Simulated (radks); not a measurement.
The numbers below are computed, except where a source is named.
Pd19+, 27 electrons, occupied as [Ar] 3d7 4d2 (not the ground configuration). Level of theory: scalar-relativistic Kohn-Sham, PBEsol, spin-polarised, spherical densities, finite nucleus; open shells are filled with parallel spins first (spin-orbit coupling, left out, can overturn this in heavy ions); Fermi nuclear charge, rms radius 4.5318 fm (a radial shooting solver on a logarithmic mesh with Libxc functionals).

Normalised radial functions P(r) = r R(r), r in bohr:

```
   r/bohr * 4s up (the largest magnitude, 1.38, reaches the edge; | marks zero)
 0.002015                             | *
 0.002582                             |  *
 0.003309                             |  *
  0.00424                             |   *
 0.005434                             |   *
 0.006908                             |    *
 0.008852                             |     *
  0.01134                             |     *
  0.01454                             |      *
  0.01863                             |     *
  0.02387                             |    *
  0.03059                             |  *
  0.03889                             *
  0.04983                         *   |
  0.06386                     *       |
  0.08183                  *          |
   0.1049                   *         |
   0.1344                       *     |
   0.1722                             |  *
   0.2189                             |           *
   0.2805                             |               *
   0.3595                             |         *
   0.4606                        *    |
   0.5903        *                    |
   0.7564  *                          |
   0.9694        *                    |
    1.232                   *         |
    1.579                          *  |
    2.024                             *
    2.593                             *
```

4s up (empty): eigenvalue -532.05 eV, 3 radial nodes at r = 0.0400, 0.159, 0.429 bohr, <r> = 0.769 bohr, 90 % of the charge inside 1.09 bohr.
